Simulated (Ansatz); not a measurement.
Start from `[NH2][Hf]([OH])([OH])[F]` and change one atom or group to get `[NH2][Hf]([OH])([F])[Cl]`.

Ansatz, PBE0-D4/def2-TZVP geometries, multiplicity 1. Each molecule was computed in one conformer, which needn't be the lowest.

Elements past krypton have def2 core potentials.

```
                                        property  `[NH2][Hf]([OH])([OH])[F]`
            HOMO–LUMO gap (PBE0/def2-TZVPP) / eV                        7.12
               HOMO energy (PBE/def2-TZVPP) / eV                       -5.79
              HOMO energy (PBE0/def2-TZVPP) / eV                       -7.23
size of the dipole moment (B3LYP/def2-TZVPP) / D                        2.63
         HOMO–LUMO gap (ωB97M-V/def2-TZVPP) / eV                       10.63
             LUMO energy (B3LYP/def2-TZVPP) / eV                       -0.44
```

Question: Give the same properties after the change, and the shifts. (Best estimate.)

Answer: The calculation gave: 
| property | `[NH2][Hf]([OH])([F])[Cl]` | shift |
| --- | --- | --- |
| HOMO–LUMO gap (PBE0/def2-TZVPP) / eV | 7.47 | 0.35 |
| HOMO energy (PBE/def2-TZVPP) / eV | -6.39 | -0.60 |
| HOMO energy (PBE0/def2-TZVPP) / eV | -7.81 | -0.58 |
| size of the dipole moment (B3LYP/def2-TZVPP) / D | 3.08 | 0.45 |
| HOMO–LUMO gap (ωB97M-V/def2-TZVPP) / eV | 11.03 | 0.40 |
| LUMO energy (B3LYP/def2-TZVPP) / eV | -0.64 | -0.20 |

With PBE0 the HOMO falls by 0.58 eV and the LUMO falls by 0.23 eV, so the gap widens by about 0.35 eV. PBE moves the HOMO by -0.60 eV and ωB97M-V by -0.54 eV. Dipoles are sizes alone; their direction can turn.

B3LYP here is the variant with VWN-RPA as its local correlation; programs differ in this.
